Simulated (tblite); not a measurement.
Species: C12H8S.
Atom-mapped SMILES: `[cH:1]1[cH:2][cH:3][c:4]2[c:5]([cH:6]1)[s:7][c:8]1[cH:9][cH:10][cH:11][cH:12][c:13]21` (hydrogens: H14 on C1; H15 on C2; H16 on C3; H17 on C6; H18 on C9; H19 on C10; H20 on C11; H21 on C12)

Computed with GFN2-xTB (tblite), gas phase: L-BFGS steps from a force-field or distance-geometry start until the largest atomic force falls under 0.01 eV/Å.

Step 13: E = -898.6421 eV
```
atom  x, y, z in Å  |  force x, y, z in eV/Å
C1      3.4706   -0.1501    0.1013   -0.002  -0.018   0.013
C2      2.9379    1.1236   -0.0713   -0.012  -0.005  -0.012
C3      1.5731    1.3200   -0.1288   -0.034  -0.018   0.020
C4      0.7143    0.2292   -0.0098   -0.006  -0.023  -0.024
C5      1.2743   -1.0490    0.1634   -0.006  -0.009   0.017
C6      2.6432   -1.2485    0.2230   -0.023  -0.002  -0.014
S7      0.0687   -2.3085    0.2938    0.000   0.005   0.000
C8     -1.2099   -1.1296    0.1141    0.010  -0.017  -0.003
C9     -2.5641   -1.4179    0.1178    0.014   0.001  -0.002
C10    -3.4557   -0.3750   -0.0360    0.008  -0.022   0.006
C11    -3.0004    0.9308   -0.1902    0.010  -0.007  -0.001
C12    -1.6498    1.2151   -0.1936    0.035  -0.012  -0.001
C13    -0.7274    0.1820   -0.0410    0.005  -0.010   0.019
H14     4.5398   -0.2852    0.1430    0.042   0.019   0.000
H15     3.6053    1.9666   -0.1637    0.001   0.028  -0.001
H16     1.1699    2.3129   -0.2610   -0.021  -0.011  -0.005
H17     3.0394   -2.2435    0.3587    0.016   0.032  -0.004
H18    -2.9001   -2.4371    0.2382   -0.015   0.040  -0.004
H19    -4.5147   -0.5798   -0.0351   -0.043   0.020  -0.005
H20    -3.7169    1.7293   -0.3090    0.002   0.023  -0.002
H21    -1.3065    2.2318   -0.3144    0.018  -0.014   0.003
```

Step 14: E = -898.6425 eV
```
atom  x, y, z in Å  |  force x, y, z in eV/Å
C1      3.4709   -0.1495    0.1010   -0.002  -0.005   0.017
C2      2.9369    1.1241   -0.0715   -0.007  -0.009  -0.013
C3      1.5716    1.3188   -0.1294   -0.014   0.000   0.029
C4      0.7141    0.2279   -0.0088   -0.009  -0.016  -0.039
C5      1.2746   -1.0496    0.1634   -0.010  -0.007   0.023
C6      2.6434   -1.2478    0.2233   -0.015  -0.008  -0.020
S7      0.0687   -2.3080    0.2936    0.001  -0.032   0.006
C8     -1.2102   -1.1303    0.1145    0.010  -0.013  -0.007
C9     -2.5645   -1.4175    0.1179    0.018  -0.004  -0.005
C10    -3.4558   -0.3745   -0.0365    0.000  -0.006   0.010
C11    -2.9993    0.9314   -0.1903    0.011  -0.011  -0.002
C12    -1.6481    1.2142   -0.1935    0.006  -0.002  -0.002
C13    -0.7271    0.1806   -0.0410    0.007  -0.006   0.025
H14     4.5407   -0.2840    0.1430    0.022   0.021  -0.002
H15     3.6037    1.9680   -0.1636   -0.006   0.020  -0.002
H16     1.1659    2.3106   -0.2610   -0.011  -0.006  -0.007
H17     3.0385   -2.2430    0.3582    0.030   0.021  -0.001
H18    -2.8994   -2.4367    0.2382   -0.027   0.030  -0.002
H19    -4.5155   -0.5784   -0.0351   -0.022   0.023  -0.007
H20    -3.7153    1.7306   -0.3089    0.008   0.016  -0.002
H21    -1.3026    2.2301   -0.3140    0.011  -0.007   0.002
```

Step 15: E = -898.6428 eV
```
atom  x, y, z in Å  |  force x, y, z in eV/Å
C1      3.4711   -0.1491    0.1010    0.001   0.005   0.014
C2      2.9360    1.1244   -0.0719   -0.003  -0.001  -0.009
C3      1.5703    1.3178   -0.1293    0.004   0.004   0.026
C4      0.7138    0.2265   -0.0088    0.000  -0.003  -0.036
C5      1.2746   -1.0502    0.1638   -0.010  -0.010   0.019
C6      2.6433   -1.2473    0.2232    0.002  -0.006  -0.019
S7      0.0687   -2.3083    0.2936    0.002  -0.053   0.010
C8     -1.2103   -1.1311    0.1147    0.014  -0.007  -0.007
C9     -2.5645   -1.4172    0.1180   -0.001   0.000  -0.008
C10    -3.4560   -0.3742   -0.0368    0.000   0.005   0.011
C11    -2.9982    0.9316   -0.1905   -0.004  -0.004  -0.003
C12    -1.6468    1.2134   -0.1936   -0.001   0.000   0.000
C13    -0.7267    0.1794   -0.0405   -0.006  -0.001   0.019
H14     4.5417   -0.2827    0.1431   -0.005   0.021  -0.003
H15     3.6022    1.9695   -0.1635   -0.017   0.005  -0.002
H16     1.1624    2.3087   -0.2611   -0.004  -0.001  -0.007
H17     3.0382   -2.2422    0.3578    0.038   0.009   0.002
H18    -2.8993   -2.4359    0.2381   -0.035   0.015   0.000
H19    -4.5166   -0.5769   -0.0353    0.002   0.022  -0.007
H20    -3.7138    1.7320   -0.3089    0.019   0.002  -0.001
H21    -1.2991    2.2286   -0.3137    0.004  -0.003   0.001
```

Step 16: E = -898.6431 eV
```
atom  x, y, z in Å  |  force x, y, z in eV/Å
C1      3.4713   -0.1486    0.1013   -0.002   0.018   0.004
C2      2.9352    1.1247   -0.0724    0.002   0.003   0.000
C3      1.5691    1.3169   -0.1288    0.015   0.011   0.014
C4      0.7135    0.2252   -0.0094    0.002  -0.001  -0.017
C5      1.2745   -1.0511    0.1646   -0.003  -0.013   0.007
C6      2.6433   -1.2470    0.2227    0.016  -0.002  -0.011
S7      0.0688   -2.3094    0.2938    0.002  -0.052   0.011
C8     -1.2101   -1.1321    0.1148    0.004  -0.007  -0.003
C9     -2.5646   -1.4169    0.1178   -0.009   0.002  -0.007
C10    -3.4561   -0.3738   -0.0368   -0.003   0.021   0.008
C11    -2.9973    0.9318   -0.1907   -0.005   0.001  -0.001
C12    -1.6456    1.2127   -0.1936   -0.016   0.004   0.003
C13    -0.7266    0.1782   -0.0397   -0.003  -0.005   0.007
H14     4.5427   -0.2810    0.1430   -0.026   0.019  -0.003
H15     3.6006    1.9710   -0.1635   -0.023  -0.007  -0.002
H16     1.1591    2.3069   -0.2614    0.005   0.001  -0.005
H17     3.0388   -2.2413    0.3575    0.041  -0.002   0.003
H18    -2.9001   -2.4349    0.2381   -0.039  -0.001   0.001
H19    -4.5176   -0.5750   -0.0357    0.023   0.019  -0.006
H20    -3.7121    1.7333   -0.3088    0.022  -0.006  -0.001
H21    -1.2959    2.2271   -0.3133   -0.003   0.000   0.000
```

**Question.** Estimate the geometry and energy of step 17. (The exact step hangs on the optimiser's Hessian estimate; all steps are aligned on step 16, rigid shifts and turns removed.)

**Answer.** E = -898.6434 eV, largest force 0.042 eV/Å
```
atom  x, y, z in Å  |  force x, y, z in eV/Å
C1      3.4714   -0.1478    0.1017   -0.005   0.019  -0.006
C2      2.9344    1.1250   -0.0729   -0.003   0.011   0.010
C3      1.5681    1.3163   -0.1280    0.014   0.004  -0.003
C4      0.7133    0.2237   -0.0103    0.010   0.000   0.008
C5      1.2744   -1.0522    0.1654    0.006  -0.017  -0.008
C6      2.6436   -1.2467    0.2220    0.023  -0.002   0.001
S7      0.0689   -2.3115    0.2941    0.001  -0.030   0.009
C8     -1.2099   -1.1333    0.1148   -0.002  -0.009   0.001
C9     -2.5647   -1.4165    0.1176   -0.020   0.001  -0.004
C10    -3.4563   -0.3731   -0.0367    0.002   0.023   0.003
C11    -2.9965    0.9320   -0.1909   -0.005   0.012   0.001
C12    -1.6446    1.2119   -0.1935   -0.009  -0.002   0.007
C13    -0.7264    0.1770   -0.0387   -0.008  -0.008  -0.009
H14     4.5433   -0.2790    0.1429   -0.038   0.015  -0.002
H15     3.5985    1.9724   -0.1635   -0.021  -0.011  -0.003
H16     1.1560    2.3052   -0.2617    0.011   0.005  -0.003
H17     3.0404   -2.2403    0.3572    0.041  -0.007   0.003
H18    -2.9017   -2.4338    0.2380   -0.039  -0.012   0.001
H19    -4.5182   -0.5727   -0.0361    0.034   0.014  -0.004
H20    -3.7100    1.7346   -0.3089    0.018  -0.008  -0.002
H21    -1.2929    2.2257   -0.3130   -0.010   0.003  -0.002
```

The energy changes by -0.0003 eV. The first-order estimate −F·Δx gives -0.0004 eV and the mean of the old and new forces, exact on a quadratic surface, -0.0003 eV. The step makes an angle of 64° with the force vector and moves no atom by more than 0.004 Å.

The cost below is that of the whole relaxation. On Arm Neoverse V1, one thread, shared host, this took 0.26 s.
